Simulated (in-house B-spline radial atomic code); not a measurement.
## Ionising K VIII (K7+) with different functionals

Computed with a radial B-spline atomic code at the basis-set limit: non-relativistic Hamiltonian, point nucleus, spin-polarised at highest spin, spherical fractional occupations for the functionals, the average over the highest-spin determinants for Hartree-Fock. The ionisation energy is the difference of two self-consistent energies, [Ne] 3s2 → [Ne] 3s1, without Breit or QED terms; ε is the level of the shell that loses the electron (its least bound occupied spin orbital).

```tsv
method	rung	ΔSCF (eV)	-ε(3s) (eV)
Hartree-Fock	Hartree-Fock	152.12	152.30
HF fractional	Hartree-Fock	152.12	152.30
LDA VWN5	LDA	154.32	145.36
LDA PW92	LDA	154.32	145.35
LDA exchange-only	LDA	152.22	143.63
PBE	GGA	154.28	145.24
PBEsol	GGA	153.90	145.12
BLYP	GGA	154.34	145.30
RPBE	GGA	154.16	145.11
PW91	GGA	154.41	145.40
BP86	GGA	154.25	145.44
AM05	GGA	153.72	145.04
OLYP	GGA	153.84	145.04
TPSS	meta-GGA	153.84	145.35
SCAN	meta-GGA	153.18	145.58
r2SCAN	meta-GGA	153.07	145.52
M06-L	meta-GGA	153.73	145.36
revTPSS	meta-GGA	153.66	145.36
PBE0	global hybrid	153.99	147.29
B3LYP	global hybrid	154.35	147.10
TPSSh	global hybrid	153.78	146.16
M06-2X	global hybrid	154.51	149.68
BHandHLYP	global hybrid	153.91	149.33
r2SCAN0	global hybrid	153.16	147.47
B97-1	global hybrid	154.35	146.91
HSE06	range-separated hybrid	154.03	146.95
wB97X	range-separated hybrid	153.19	150.10
CAM-B3LYP	range-separated hybrid	154.33	149.04
LC-wPBE	range-separated hybrid	154.25	150.62
```

**Question.** Among the functionals, which spreads more, the ΔSCF values or the orbital energies?

**Answer.** The orbital energies: ΔSCF values span about 2.29 eV and the orbital energies 6.99 eV.

**Question.** How do they compare with the NIST value?

**Answer.** NIST lists 154.87 eV ± 0.05 (semi-empirical, ground level to ground level). Errors run from -2.75 to -0.36 eV; M06-2X is closest (-0.36 eV), but part of that can be cancellation, since the calculations leave out relativity, Breit-QED terms, the near-degeneracy of s² and p². Hartree-Fock also lacks correlation.
